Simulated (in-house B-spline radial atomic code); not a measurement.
Configurations of Pd⁶⁺, with energies counted from [Kr] (4d3/2)4. Computed with a radial B-spline atomic code at the basis-set limit: Dirac-Hartree-Fock, average of each configuration as written, Fermi nucleus of rms radius 4.5318 fm. Energies include first-order Breit, QED and recoil terms.

Occupations are held fixed; configurations that lie above the ionisation limit could autoionise.

| configuration | E - E(ref) (eV) | highest orbital | its <r> (bohr) |
| --- | --- | --- | --- |
| [Kr] (4d5/2)4 | 3.1664 | 4d5/2 | 1.168 |
| [Kr] (4d3/2)2 (4d5/2)1 (8g9/2)1 | 91.09 | 8g9/2 | 12.17 |
| [Ar] 3d10 4s2 (4p1/2)2 (4p3/2)3 (4d3/2)4 (4f5/2)1 | 101.21 | 4f5/2 | 1.718 |
| [Ar] 3d10 4s2 (4p1/2)1 (4p3/2)4 (4d5/2)4 (6g7/2)1 | 141.85 | 6g7/2 | 6.209 |
| [Ar] (3d3/2)3 (3d5/2)6 4s2 4p6 (4d3/2)4 (5f5/2)1 | 423 | 5f5/2 | 3.567 |

Q: Order these further configurations by energy, lowest first.
A. [Kr] (4d3/2)3 (8p1/2)1
B. [Ar] 3d10 4s2 (4p1/2)2 (4p3/2)3 (4d3/2)4 (5f7/2)1
C. [Ar] 3d10 4s2 (4p1/2)2 (4p3/2)3 (4d3/2)4 (8d5/2)1
D. [Kr] (4d3/2)2 (4d5/2)2
E. [Ar] 3d10 4s2 (4p1/2)2 (4p3/2)3 (4d3/2)4 (6f5/2)1

A: D (2.307 eV), A (83.686 eV), B (122.13 eV), E (131.5 eV), C (138.59 eV).
